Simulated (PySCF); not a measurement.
# One molecule, many functionals

Trimethylsilane, C₃H₁₀Si.
Structure used (PBE0-D3(BJ)/def2-SVP), in Å, numbered top down from 1:
```xyz
14
C3H10Si angstrom
C      0.1117    1.7152   -0.4839
Si    -0.0880    0.1071    0.4735
C     -1.5445   -0.8745   -0.2039
C      1.4904   -0.9126    0.3611
H     -0.7953    2.3359   -0.4156
H      0.3022    1.5119   -1.5501
H      0.9555    2.3080   -0.0975
H     -0.3524    0.4321    1.9153
H     -1.7006   -1.8028    0.3676
H     -1.3707   -1.1512   -1.2564
H     -2.4765   -0.2897   -0.1581
H      1.7106   -1.1737   -0.6866
H      2.3536   -0.3562    0.7588
H      1.4024   -1.8504    0.9315
```

Linear-response calculations in the def2-SVPD basis (PySCF; singlets by full response, triplets Tamm–Dancoff, core orbitals frozen in the response; HF means time-dependent Hartree–Fock). 'Strongest' is the level of largest summed f among the singlets computed (10 roots, of which the last may lack a degenerate partner); it can jump between rows when another state enters that window. S1 is the lowest singlet of each run and needn't be the same state throughout; f(S1) is that of one state. Isolated species at its PBE0-D3(BJ)/def2-SVP geometry, gas phase.

| functional | kind | S1 (eV) | f(S1) | strongest (eV) | T1 (eV) | HOMO (eV) | gap (eV) | ionisation energy, ΔSCF (eV) |
| --- | --- | --- | --- | --- | --- | --- | --- | --- |
| LDA | LDA | 7.24 | 0.000 | 7.94 | 7.14 | -7.32 | 7.20 | 10.40 |
| PBE | GGA | 7.26 | 0.034 | 7.99 | 7.13 | -7.25 | 7.21 | 10.44 |
| B3LYP | global hybrid, 20% exact exchange | 7.79 | 0.058 | 8.54 | 7.63 | -8.35 | 8.70 | 10.58 |
| PBE0 | global hybrid, 25% exact exchange | 8.04 | 0.066 | 8.73 | 7.84 | -8.56 | 9.19 | 10.53 |
| BHandHLYP | global hybrid, 50% exact exchange | 8.49 | 0.098 | 8.49 | 8.25 | -9.80 | 10.90 | 10.73 |
| CAM-B3LYP | range-separated hybrid | 8.23 | 0.088 | 8.23 | 8.00 | -9.96 | 11.21 | 10.77 |
| wB97X-D | range-separated hybrid | 8.50 | 0.102 | 8.50 | 8.28 | -10.44 | 12.68 | 10.71 |
| LC-wPBE | range-separated hybrid | 8.96 | 0.122 | 8.96 | 8.55 | -11.32 | 13.66 | 10.94 |
| HF | Hartree–Fock | 9.41 | 0.170 | 9.41 | 8.84 | -11.75 | 14.33 | not settled |

S1 runs from 7.24 eV (LDA) to 9.41 eV (HF), a spread of 2.16 eV, while the orbital gap spreads over 7.1 eV. Along PBE (0%), B3LYP (20%), PBE0 (25%), BHandHLYP (50%), HF (100%) S1 rises with the share of exact exchange. −ε(HOMO) comes closest to its own ΔSCF ionisation energy with wB97X-D (-0.27 eV) and misses most with PBE (-3.18 eV). 'Not settled' means that the ion's SCF failed to converge or may have ended in another state than the lowest.

Without π bonds the low states are Rydberg-like; a valence basis with one diffuse set may place them up to an eV too high.
